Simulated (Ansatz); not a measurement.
Mg7O7, relaxed as a singlet with RKS r2SCAN-D4/def2-SVP in Ansatz, starting from the GFN1-xTB geometry. Force threshold 0.03 eV/Å.

The structure holds 1 bond(s) between oxygen atoms. Another isomer (singlet) lies 2.17 eV lower at PBE0-D4/def2-TZVP; other spin states weren't run for this one.

Start:

```xyz
14

Mg    0.0257   -0.8988    0.1634
Mg    0.1297   -3.6828    0.7553
Mg   -0.3249    1.2185   -2.4047
Mg   -0.3471   -1.4762   -2.6096
Mg    0.1518    1.5577    1.1834
Mg    0.4127   -1.6830    2.9386
Mg   -0.1437    3.5026   -0.8567
O     0.3611   -3.3944    2.5009
O     0.0933    3.3007    0.9044
O    -0.0691   -2.5484   -0.6216
O    -0.8412    0.6601   -0.5614
O    -0.3671    2.9883   -2.5623
O     0.2621   -0.2143    1.9325
O     0.6567    0.6701   -0.7621
```

(1) Estimate the energy that the relaxation releases and the steps that it takes.

(2) Does the start keep its bonding?

(3) Predict the relaxed structure.

Answers

(1) 24.3 kcal/mol, in 7 steps; 79 s on 4 threads of Arm Neoverse V2 on a shared host. No frequencies were taken in this run, so the end may be a saddle point.

(2) By distances, no bond broke or formed, bridged metal pairs apart. The bond that changes most is Mg3–Mg4, from 2.70 to 3.26 Å (atoms count from 1). Metal–metal contacts that move far: Mg3–Mg4 2.70 to 3.26 Å.

(3) 
```xyz
14

Mg   -0.021   -0.922    0.179
Mg    0.147   -3.832    0.660
Mg   -0.333    1.252   -2.407
Mg   -0.325   -2.005   -2.577
Mg    0.135    1.626    1.169
Mg    0.430   -1.692    3.006
Mg   -0.118    3.788   -0.870
O     0.391   -3.424    2.423
O     0.116    3.458    0.927
O    -0.097   -2.620   -0.736
O    -0.890    0.734   -0.493
O    -0.342    3.093   -2.560
O     0.235   -0.180    1.975
O     0.673    0.725   -0.696
```
Bond lengths (bridged metal pairs left out): 18 × Mg–O 1.83 to 2.15 Å; 1 × O–O 1.58 Å; 1 × Mg–Mg 3.26 Å.
